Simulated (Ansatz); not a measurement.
# What each rung costs, and what it gives

Saddle point of BHBrCl3, singlet (BBrCl₂ ([Cl][B]([Cl])[Br]) + HCl → BCl₃ ([Cl][B]([Cl])[Cl]) + HBr; bonds formed: B1–Cl6, Br2–H5; bonds broken: B1–Br2, H5–Cl6), PBE0-D4/def2-TZVP structure:

B1  (-0.302, 0.346, -0.276)
Br2  (0.601, 0.258, 1.725)
Cl3  (0.454, 1.616, -1.233)
Cl4  (-2.058, 0.282, -0.158)
H5  (0.861, -1.063, 0.692)
Cl6  (0.444, -1.439, -0.750)
(Å)

Barriers are electronic and count from the start structure reached by relaxing down the imaginary mode.

Program: Ansatz 0.2.0. Basis: as named in each row. Cores are frozen in the correlated methods. Filled d shells of the heavier atoms are correlated. The def2 sets are not built for correlating such inner shells, so the correlated values are less sure here. B3LYP uses VWN-RPA correlation. Extrapolation: Hartree–Fock as exp(−7.88 √X), correlation as X^−2.97.

Times are rough, for one single point on 8 threads of a shared host (AMD EPYC 9R45).

The estimate by CCSD(T) at an estimated basis limit (MP2 extrapolated from triple and quadruple zeta, plus CCSD(T) − MP2 in triple zeta) is 1.051 eV.

```json
{"method": "HF", "basis": "STO-3G", "time (s)": "under 1", "barrier (eV)": "1.173", "method less estimate": "0.122"}
{"method": "PBE-D4", "basis": "STO-3G", "time (s)": "under 1", "barrier (eV)": "-0.048", "method less estimate": "-1.099"}
{"method": "SPW92", "basis": "def2-SVP", "time (s)": "under 1", "barrier (eV)": "0.185", "method less estimate": "-0.866"}
{"method": "PBE-D4", "basis": "def2-SVP", "time (s)": "under 1", "barrier (eV)": "0.567", "method less estimate": "-0.484"}
{"method": "B3LYP-D4", "basis": "6-31G", "time (s)": "under 1", "barrier (eV)": "1.067", "method less estimate": "0.016"}
{"method": "PBE0-D4", "basis": "def2-SVP", "time (s)": "under 1", "barrier (eV)": "0.750", "method less estimate": "-0.301"}
{"method": "SPW92", "basis": "def2-TZVPP", "time (s)": "under 1", "barrier (eV)": "0.329", "method less estimate": "-0.722"}
{"method": "PBE-D4", "basis": "def2-TZVPP", "time (s)": "under 1", "barrier (eV)": "0.681", "method less estimate": "-0.370"}
{"method": "BLYP-D4", "basis": "def2-TZVPP", "time (s)": "under 1", "barrier (eV)": "0.906", "method less estimate": "-0.145"}
{"method": "B3LYP-D4", "basis": "def2-TZVPP", "time (s)": "under 1", "barrier (eV)": "1.027", "method less estimate": "-0.024"}
{"method": "BHLYP-D4", "basis": "def2-TZVPP", "time (s)": "under 1", "barrier (eV)": "1.233", "method less estimate": "0.182"}
{"method": "PBE0-D4", "basis": "def2-TZVPP", "time (s)": "under 1", "barrier (eV)": "0.841", "method less estimate": "-0.210"}
{"method": "r2SCAN-D4", "basis": "def2-TZVPP", "time (s)": "under 1", "barrier (eV)": "0.819", "method less estimate": "-0.232"}
{"method": "CAM-B3LYP-D4", "basis": "def2-TZVPP", "time (s)": "under 1", "barrier (eV)": "1.105", "method less estimate": "0.054"}
{"method": "wB97M-V", "basis": "def2-SVP", "time (s)": "under 1", "barrier (eV)": "0.887", "method less estimate": "-0.164"}
{"method": "CCSD(T)", "basis": "def2-SVP", "time (s)": "1", "barrier (eV)": "1.219", "method less estimate": "0.168"}
{"method": "r2SCAN0-D4", "basis": "def2-TZVPP", "time (s)": "1", "barrier (eV)": "0.926", "method less estimate": "-0.125"}
{"method": "RPA on PBE", "basis": "def2-TZVPP", "time (s)": "1", "barrier (eV)": "1.128", "method less estimate": "0.077"}
{"method": "B2PLYP", "basis": "def2-TZVPP", "time (s)": "1", "barrier (eV)": "1.098", "method less estimate": "0.046"}
{"method": "PBE-QIDH", "basis": "def2-TZVPP", "time (s)": "1", "barrier (eV)": "0.963", "method less estimate": "-0.088"}
{"method": "B97M-V", "basis": "def2-TZVPP", "time (s)": "1", "barrier (eV)": "1.073", "method less estimate": "0.022"}
{"method": "wB97X-V", "basis": "def2-TZVPP", "time (s)": "2", "barrier (eV)": "1.074", "method less estimate": "0.023"}
{"method": "wB97M-V", "basis": "def2-TZVPP", "time (s)": "2", "barrier (eV)": "1.027", "method less estimate": "-0.024"}
{"method": "MP2", "basis": "def2-QZVPP", "time (s)": "4", "barrier (eV)": "0.934", "method less estimate": "-0.117"}
{"method": "CCSD(T)", "basis": "def2-TZVPP", "time (s)": "20", "barrier (eV)": "1.128", "method less estimate": "0.077"}
```

All methods are single points on the PBE0-D4 structures; a negative value means that the method puts the saddle structure below the start.

T1 diagnostic: at most 0.010.

Labels in which every atom is bracketed show which atoms are joined, not bond orders.
